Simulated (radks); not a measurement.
The numbers below are computed, except where a source is named.
Polarisability of the argon ion Ar+, [Ne] 3s2 3p5, at imaginary frequency. Level of theory: scalar-relativistic Kohn-Sham, exchange-only LDA, spin-polarised, spherical densities, finite nucleus; open shells are filled with parallel spins first; Fermi nuclear charge, rms radius 3.4274 fm (a radial shooting solver on a logarithmic mesh with Libxc functionals). Response by self-consistent Sternheimer equations with the Hartree and adiabatic exchange-only LDA kernel, the relativistic mass of each level held fixed and spin-orbit coupling left out.

w (hartree)  alpha1(iw) (bohr^3)
0.00266                    7.332
0.0143                     7.329
0.0360                     7.316
0.0697                     7.274
0.118                      7.168
0.186                      6.942
0.280                      6.511
0.413                      5.779
0.605                      4.704
0.892                      3.388
1.35                       2.090
2.12                       1.081
3.59                      0.4620
6.94                      0.1579
17.5                     0.03560

Static values: alpha1 = 7.332 bohr^3 (1.086 angstrom^3; uncoupled 11.49). C6 = 33.53, triple-dipole C9 = 180.4 atomic units. One-pole (London) frequency 4 C6 / (3 alpha1^2) = 0.832 hartree, against 0.739 for minus the highest occupied eigenvalue.
